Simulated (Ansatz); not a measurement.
Relaxation of FGeH$_{3}$Te (6 atoms, charge 0, multiplicity 1), to a largest force component of 0.015 eV/Å in at most 40 steps.

Computed with Ansatz, RKS B3LYP-D4/def2-SVP.

```xyz
6
Properties=species:S:1:pos:R:3:forces:R:3
F -1.822 0.154 0.116 0.20 -0.04 0.27
Ge -0.210 -0.175 -0.527 -1.43 0.25 -0.30
Te 1.424 -0.584 1.324 0.40 0.51 0.63
H -0.499 -1.375 -1.396 0.27 -0.63 -0.26
H -0.055 1.051 -1.399 0.49 0.49 -0.17
H 1.679 -2.098 0.757 0.07 -0.59 -0.18
```

Question: Where does it end, and by what steps?

Answer: The run converged. After 7 steps the energy has fallen by 0.170 eV; H6 moved furthest, 0.49 Å.

```csv
step,energy less start (eV),largest force component (eV/Å),accepted
0,0.0000,1.430,yes
1,-0.0682,1.084,yes
2,-0.1113,0.960,yes
3,-0.1448,0.763,yes
4,-0.1674,0.064,yes
5,-0.1686,0.067,yes
6,-0.1701,0.030,yes
7,-0.1705,0.010,yes
```

```xyz
6
Properties=species:S:1:pos:R:3
F -1.778 -0.068 0.250
Ge -0.257 -0.162 -0.616
Te 1.692 -0.509 1.017
H -0.411 -1.349 -1.583
H -0.076 1.202 -1.307
H 1.348 -2.142 1.113
```

Whether the end is a true minimum wasn't checked by a vibrational analysis.

Run time: 69 s on 1 thread of Arm Neoverse N1, with other jobs on the host, peak memory 0.2 GiB.
